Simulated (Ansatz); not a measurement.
A run on C4H13BSi (`BC[Si](C)(C)C`) with other settings.

```yaml
crystal:
  periodic: [false, false, false]
  atoms:
    - {symbol: B, position_ang: [1.397487, 0.584731, -1.906513]}
    - {symbol: C, position_ang: [1.264414, 0.967733, -0.436372]}
    - {symbol: Si, position_ang: [-0.174562, -0.051149, 0.300158]}
    - {symbol: C, position_ang: [0.206011, -1.879659, 0.168523]}
    - {symbol: C, position_ang: [-1.765266, 0.343369, -0.605173]}
    - {symbol: C, position_ang: [-0.336180, 0.433008, 2.102541]}
    - {symbol: H, position_ang: [0.764532, 1.154022, -2.752090]}
    - {symbol: H, position_ang: [2.078485, -0.344012, -2.243404]}
    - {symbol: H, position_ang: [0.967976, 2.005589, -0.253218]}
    - {symbol: H, position_ang: [2.120034, 0.699307, 0.191688]}
    - {symbol: H, position_ang: [0.271661, -2.200494, -0.874151]}
    - {symbol: H, position_ang: [-0.573283, -2.473355, 0.654372]}
    - {symbol: H, position_ang: [1.157786, -2.120048, 0.649728]}
    - {symbol: H, position_ang: [-1.974610, 1.416223, -0.585921]}
    - {symbol: H, position_ang: [-1.716995, 0.034147, -1.652315]}
    - {symbol: H, position_ang: [-2.612001, -0.170596, -0.141799]}
    - {symbol: H, position_ang: [0.583683, 0.220354, 2.653264]}
    - {symbol: H, position_ang: [-1.148742, -0.122804, 2.579125]}
    - {symbol: H, position_ang: [-0.552328, 1.499235, 2.207956]}
basis:
  gaussian: {orbitals: cc-pVTZ-DK, nuclear_model: gaussian}
hamiltonian: {xc: {name: B3LYP}, dispersion: d3bj}
```

```sh
$ ansatz run in.yaml --threads 4 --pin off --events-out ev --progress --plain --max-ram 11315MiB
```

Shortened log:

```
Functional definition: B3LYP
1938 factors; their error is unknown
mean field evaluation 1: about -12916.2488 eV, gradient 9.6e1 eV
mean field evaluation 2: about -12907.4488 eV, gradient 1.1e2 eV
mean field evaluation 4: about -12936.5231 eV, gradient 5.1e0 eV
mean field evaluation 8: about -12936.5893 eV, gradient 4.4e-2 eV
mean field evaluation 16: about -12936.5815 eV, gradient 5.3e-5 eV
mean field -12936.58146024 eV, -475.4105999338 hartree, gradient 5.3e-5 eV, S^2 0.000000; 0 other end points of the search recorded, 0 dependent functions left out
reference -12936.58180195 eV, -475.4106124917 hartree; 28, 28 occupied and 338, 338 virtual orbitals, 1938 factors
Total energy: -12937.37520292 eV, -475.4397694393 hartree
Relativity: scalar
```

Hardware: 4 threads of an Intel Xeon Platinum 8375C on a shared host. Wall time 8.5 s, peak host memory 1 GiB.
